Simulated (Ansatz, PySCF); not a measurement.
The pair A = CH4 (SMILES C) (first 5 atoms), B = CH3F (SMILES CF); geometry from B3LYP-D3(BJ)/def2-TZVP.
(charge 0, multiplicity 1):
```xyz
10

C      0.0092    -0.0672     0.1910
H     -0.3587     0.6129     0.9573
H     -0.4365    -1.0518     0.3306
H     -0.2591     0.3117    -0.7943
H      1.0937    -0.1463     0.2622
C      0.1122    -0.0425     3.9874
F     -0.5297     1.0925     3.5037
H      0.9614     0.2688     4.5970
H     -0.5947    -0.6144     4.5897
H      0.4541    -0.6381     3.1407
```

Cores are frozen in the correlated methods. CBS(a, b) extrapolates the correlation energy as X⁻³ and adds the Hartree–Fock energy of set b. MP2 and its Hartree–Fock in aug-cc-pVTZ are density fitted.

Programs: Ansatz (a first-principles code); PySCF for the dispersion terms. 

The monomers are drawn apart, rigid, along the line of their centres of mass. Counterpoise-corrected interaction energies (kcal/mol):

```csv
level,R = 4.641 Å,R = 5.680 Å
PBE/def2-TZVPPD,-0.2245,-0.0521
PBE-D3(BJ)/def2-TZVPPD,-0.4305,-0.1160
wB97M-V/def2-TZVPPD,-0.3204,-0.1011
"MP2/CBS(aug-cc-pVDZ, aug-cc-pVTZ) + ΔCCSD(T)/aug-cc-pVDZ",-0.3281,-0.0979
```

Task: R is the distance of the centres of mass. Find the local exponent m of E ∝ R⁻ᵐ between the two points.

Result: 
m = ln(E₁/E₂)/ln(R₂/R₁): PBE/def2-TZVPPD 7.2; PBE-D3(BJ)/def2-TZVPPD 6.5; wB97M-V/def2-TZVPPD 5.7; MP2/CBS(aug-cc-pVDZ, aug-cc-pVTZ) + ΔCCSD(T)/aug-cc-pVDZ 6.0. For scale, two fixed dipoles give m = 3, dipole and quadrupole 4, quadrupoles 5, and dispersion or dipole-induced dipole 6 at long range; at these distances several terms mix, and what is left of overlap and damping shifts m, so it need not match one of them.
